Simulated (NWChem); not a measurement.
The numbers come from NWChem runs, not from measurements. System: H4N2Pb, charge 0, spin multiplicity 1, at a geometry optimised with PBE0/def2-SVP with def2 effective core potentials on Pb. The structure started from a generated list of species. Level: r2SCAN/def2-TZVP with def2 effective core potentials on Pb.

The NWChem input:

```
start mol
memory heap 200 mb stack 800 mb global 1000 mb
geometry units angstroms nocenter noautoz
  Pb     0.000000     0.000000    -0.280684
  N     -1.552165    -0.010432     1.193816
  H     -2.516947    -0.226995     0.962616
  H     -1.391307    -0.139790     2.188726
  N      1.552165     0.010432     1.193816
  H      1.391307     0.139790     2.188726
  H      2.516947     0.226995     0.962616
  symmetry group C2
end
basis spherical
  * library def2-tzvp
end
ecp
  Pb library def2-ecp
end
dft
  xc r2scan
  semidirect memsize 60000000 filesize 0
  iterations 100
  grid fine
end
task dft energy
```

Output (cleaned and shortened):

```
             Northwest Computational Chemistry Package (NWChem) 7.3.0
             --------------------------------------------------------

                                NWChem Input Module
                                -------------------

 Scaling coordinates for geometry "geometry" by  1.889725989
 (inverse scale =  0.529177249)

 Turning off AUTOSYM since
 SYMMETRY directive was detected!

                             Geometry "geometry" -> ""
                             -------------------------

 Output coordinates in angstroms (scale by  1.889725989 to convert to a.u.)

  No.       Tag          Charge          X              Y              Z
 ---- ---------------- ---------- -------------- -------------- --------------
    1 Pb                  82.0000     0.00000000     0.00000000    -0.28068400
    2 N                    7.0000    -1.55216500    -0.01043200     1.19381600
    3 H                    1.0000    -2.51694700    -0.22699500     0.96261600
    4 H                    1.0000    -1.39130700    -0.13979000     2.18872600
    5 N                    7.0000     1.55216500     0.01043200     1.19381600
    6 H                    1.0000     1.39130700     0.13979000     2.18872600
    7 H                    1.0000     2.51694700     0.22699500     0.96261600

 Effective nuclear repulsion energy (a.u.)     373.4735027796

            Nuclear Dipole moment (a.u.)
            ----------------------------
        X                 Y               Z
 ---------------- ---------------- ----------------
     0.0000000000     0.0000000000     0.0000377945

      Symmetry information
      --------------------

 Group name             C2
 Group number              4
 Group order               2
 No. of unique centers     4

      Symmetry unique atoms

     1    2    3    4


 Summary of "ao basis" -> "" (spherical)
 ------------------------------------------------------------------------------
       Tag                 Description            Shells   Functions and Types
 ---------------- ------------------------------  ------  ---------------------
 *                         def2-tzvp                  on all atoms

                                 NWChem DFT Module
                                 -----------------

 Summary of "ao basis" -> "ao basis" (spherical)
 ------------------------------------------------------------------------------
       Tag                 Description            Shells   Functions and Types
 ---------------- ------------------------------  ------  ---------------------
 Pb                        def2-tzvp                16       50   6s5p3d2f
 N                         def2-tzvp                11       31   5s3p2d1f
 H                         def2-tzvp                 4        6   3s1p

 Summary of "ao basis" -> "ao basis" (spherical)
 ------------------------------------------------------------------------------
       Tag                 Description            Shells   Functions and Types
 ---------------- ------------------------------  ------  ---------------------
 Pb                        def2-tzvp                16       50   6s5p3d2f
 N                         def2-tzvp                11       31   5s3p2d1f
 H                         def2-tzvp                 4        6   3s1p

      Symmetry analysis of basis
      --------------------------

        a          69
        b          67

            General Information
            -------------------
          SCF calculation type: DFT
          Wavefunction type:  closed shell.
          No. of atoms     :     7
          No. of electrons :    40
           Alpha electrons :    20
            Beta electrons :    20
          Charge           :     0
          Spin multiplicity:     1
          Use of symmetry is: on ; symmetry adaption is: on
          Maximum number of iterations: 100
          AO basis - number of functions:   136
                     number of shells:    54
          Convergence on energy requested:  1.00D-06
          Convergence on density requested:  1.00D-05
          Convergence on gradient requested:  5.00D-04

              XC Information
              --------------
                      r^2SCAN Method XC Functional
               r^2SCAN metaGGA Exchange Functional  1.000
                     r^2SCAN Correlation Potential  1.000

             Grid Information
             ----------------
          Grid used for XC integration:  fine
          Radial quadrature: Mura-Knowles
          Angular quadrature: Lebedev.
          Tag              B.-S. Rad. Rad. Pts. Rad. Cut. Ang. Pts.
          ---              ---------- --------- --------- ---------
          Pb                  1.80      141          10.0       974
          N                   0.65       70          12.0       590
          H                   0.35       60          13.0       590
          Grid pruning is: on
          Number of quadrature shells:   331
          Spatial weights used:  Erf1

          Convergence Information
          -----------------------
          Convergence aids based upon iterative change in
          total energy or number of iterations.
          Levelshifting, if invoked, occurs when the
          HOMO/LUMO gap drops below (HL_TOL):  1.00D-02
          DIIS, if invoked, will attempt to extrapolate
          using up to (NFOCK): 10 stored Fock matrices.

                    Damping( 0%)  Levelshifting(0.5)       DIIS
                  --------------- ------------------- ---------------
          dE  on:    start            ASAP                start
          dE off:    2 iters        100 iters           100 iters

      Screening Tolerance Information
      -------------------------------
          Density screening/tol_rho:  1.00D-10
          AO Gaussian exp screening on grid/accAOfunc:  14
          CD Gaussian exp screening on grid/accCDfunc:  20
          XC Gaussian exp screening on grid/accXCfunc:  20
          Schwarz screening/accCoul:  1.00D-08

      Superposition of Atomic Density Guess
      -------------------------------------

 Sum of atomic energies:        -329.98296329

      Non-variational initial energy
      ------------------------------

 Total energy =    -303.149761
 1-e energy   =    -725.507888
 2-e energy   =     301.434584
 HOMO         =      -0.301988
 LUMO         =      -0.033065

      Symmetry analysis of molecular orbitals - initial
      -------------------------------------------------

  Numbering of irreducible representations:

     1 a           2 b

  Orbital symmetries:

     1 a           2 b           3 a           4 b           5 a
     6 b           7 a           8 b           9 a          10 b
    11 a          12 b          13 a          14 a          15 a
    16 b          17 b          18 b          19 a          20 a
    21 b          22 b          23 a          24 a          25 b
    26 a          27 b          28 b          29 a          30 b

------------------------------------------------------------
EAF file 0: "./mol.aoints.0" size=524288 bytes
------------------------------------------------------------
               write      read    awrite     aread      wait
               -----      ----    ------     -----      ----
     calls:        1         0         0         0         0
   data(b): 5.24e+05  0.00e+00  0.00e+00  0.00e+00
   time(s): 0.00e+00  0.00e+00  0.00e+00  0.00e+00  0.00e+00
rate(mb/s): 0.00e+00  0.00e+00
------------------------------------------------------------

   convergence    iter        energy       DeltaE   RMS-Dens  Diis-err    time
 ---------------- ----- ----------------- --------- --------- ---------  ------
 d= 0,ls=0.0,diis     1   -304.7716693650 -4.26D+02  1.60D-02  9.29D-01     4.2
 d= 0,ls=0.0,diis     2   -304.1481218030  6.24D-01  1.05D-02  5.29D+00     5.4
 d= 0,ls=0.0,diis     3   -304.8693166246 -7.21D-01  2.00D-03  5.75D-02     6.6
 d= 0,ls=0.0,diis     4   -304.8767553985 -7.44D-03  5.79D-04  4.92D-03     7.6
 d= 0,ls=0.0,diis     5   -304.8772943044 -5.39D-04  1.30D-04  1.51D-04     8.6
  Resetting Diis
 d= 0,ls=0.0,diis     6   -304.8773099717 -1.57D-05  2.30D-05  1.10D-05     9.7
 d= 0,ls=0.0,diis     7   -304.8773109517 -9.80D-07  1.46D-05  1.09D-06    10.8
 d= 0,ls=0.0,diis     8   -304.8773106114  3.40D-07  9.30D-06  4.23D-06    11.9

         Total DFT energy =     -304.877310611381
      One electron energy =     -729.370752514560
           Coulomb energy =      334.992051519894
    Exchange-Corr. energy =      -31.422152908068
 Nuclear repulsion energy =      120.923543291353

 Numeric. integr. density =       40.000000106668

     Total iterative time =     11.1s

                  Occupations of the irreducible representations
                  ----------------------------------------------

                     irrep           alpha         beta
                     --------     --------     --------
                     a                11.0         11.0
                     b                 9.0          9.0

                       DFT Final Molecular Orbital Analysis
                       ------------------------------------

 Vector   18  Occ=2.000000D+00  E=-2.440349D-01  Symmetry=a
              MO Center=  1.9D-14,  2.3D-15,  6.6D-02, r^2= 3.7D+00
   Bfn.  Coefficient  Atom+Function         Bfn.  Coefficient  Atom+Function
  ----- ------------  ---------------      ----- ------------  ---------------
     6      0.456772  1 Pb s                  5      0.388614  1 Pb s
     3     -0.336074  1 Pb s                 12      0.264072  1 Pb pz
    15     -0.214455  1 Pb pz                 2      0.204765  1 Pb s
    18     -0.183701  1 Pb pz                55     -0.170399  2 N  s
    98     -0.170399  5 N  s                 58      0.144060  2 N  pz

 Vector   19  Occ=2.000000D+00  E=-2.185554D-01  Symmetry=b
              MO Center=  2.5D-14, -4.7D-15,  9.6D-01, r^2= 3.6D+00
   Bfn.  Coefficient  Atom+Function         Bfn.  Coefficient  Atom+Function
  ----- ------------  ---------------      ----- ------------  ---------------
    57      0.252183  2 N  py               100      0.252183  5 N  py
    60      0.222462  2 N  py               103      0.222462  5 N  py
    63      0.218928  2 N  py               106      0.218928  5 N  py
    11     -0.182337  1 Pb py                17      0.155639  1 Pb py
    14      0.152284  1 Pb py                20      0.088289  1 Pb py

 Vector   20  Occ=2.000000D+00  E=-1.915340D-01  Symmetry=a
              MO Center= -4.4D-14,  3.0D-15,  1.1D+00, r^2= 3.5D+00
   Bfn.  Coefficient  Atom+Function         Bfn.  Coefficient  Atom+Function
  ----- ------------  ---------------      ----- ------------  ---------------
    57      0.290933  2 N  py               100     -0.290933  5 N  py
    63      0.265852  2 N  py               106     -0.265852  5 N  py
    60      0.252541  2 N  py               103     -0.252541  5 N  py
     6      0.126285  1 Pb s                 22      0.090182  1 Pb d -2
    12      0.068574  1 Pb pz                62     -0.064767  2 N  px

 Vector   21  Occ=0.000000D+00  E=-6.574519D-02  Symmetry=b
              MO Center= -1.9D-14,  7.5D-15, -1.9D-01, r^2= 4.0D+00
   Bfn.  Coefficient  Atom+Function         Bfn.  Coefficient  Atom+Function
  ----- ------------  ---------------      ----- ------------  ---------------
    17      0.557163  1 Pb py                11     -0.386416  1 Pb py
    20      0.321706  1 Pb py                14      0.310848  1 Pb py
    63     -0.190111  2 N  py               106     -0.190111  5 N  py
    57     -0.154848  2 N  py               100     -0.154848  5 N  py
    60     -0.125525  2 N  py               103     -0.125525  5 N  py

 Vector   22  Occ=0.000000D+00  E=-7.302454D-03  Symmetry=b
              MO Center=  2.8D-15,  4.1D-15, -3.0D-01, r^2= 6.4D+00
   Bfn.  Coefficient  Atom+Function         Bfn.  Coefficient  Atom+Function
  ----- ------------  ---------------      ----- ------------  ---------------
    19      0.703265  1 Pb px                55      0.500870  2 N  s
    98     -0.500870  5 N  s                 16      0.392526  1 Pb px
    10     -0.280597  1 Pb px                13      0.240080  1 Pb px
    90     -0.199154  4 H  s                127      0.199154  6 H  s
    25     -0.162929  1 Pb d  1              53      0.121858  2 N  s

 Vector   23  Occ=0.000000D+00  E= 1.560604D-02  Symmetry=a
              MO Center= -3.8D-14, -5.4D-15,  3.0D-01, r^2= 7.5D+00
   Bfn.  Coefficient  Atom+Function         Bfn.  Coefficient  Atom+Function
  ----- ------------  ---------------      ----- ------------  ---------------
    55      0.757039  2 N  s                 98      0.757039  5 N  s
    21     -0.676755  1 Pb pz                 6     -0.415343  1 Pb s
    18     -0.392151  1 Pb pz                84     -0.328012  3 H  s
   133     -0.328012  7 H  s                  5     -0.243042  1 Pb s
    90     -0.237929  4 H  s                127     -0.237929  6 H  s

 center of mass
 --------------
 x =  -0.00000000 y =  -0.00000000 z =  -0.14636271

 moments of inertia (a.u.)
 ------------------
         237.581701424188          -7.131830215970           0.000000000000
          -7.131830215970         537.542182909670           0.000000000000
           0.000000000000           0.000000000000         301.005346161169

     Multipole analysis of the density
     ---------------------------------

     L   x y z        total         alpha         beta         nuclear
     -   - - -        -----         -----         ----         -------
     0   0 0 0     -0.000000    -20.000000    -20.000000     40.000000

     1   1 0 0      0.000000      0.000000      0.000000      0.000000
     1   0 1 0     -0.000000     -0.000000     -0.000000      0.000000
     1   0 0 1     -0.218433    -16.021711    -16.021711     31.824989

     2   2 0 0    -28.264365   -103.891851   -103.891851    179.519336
     2   1 1 0      1.640483     -2.319333     -2.319333      6.279149
     2   1 0 1     -0.000000     -0.000000     -0.000000      0.000000
     2   0 2 0    -31.135227    -15.824122    -15.824122      0.513017
     2   0 1 1     -0.000000     -0.000000     -0.000000     -0.000000
     2   0 0 2    -28.490289    -73.382491    -73.382491    118.274694

 Task  times  cpu:       11.9s     wall:       11.9s

 Total times  cpu:       12.0s     wall:       12.0s
```
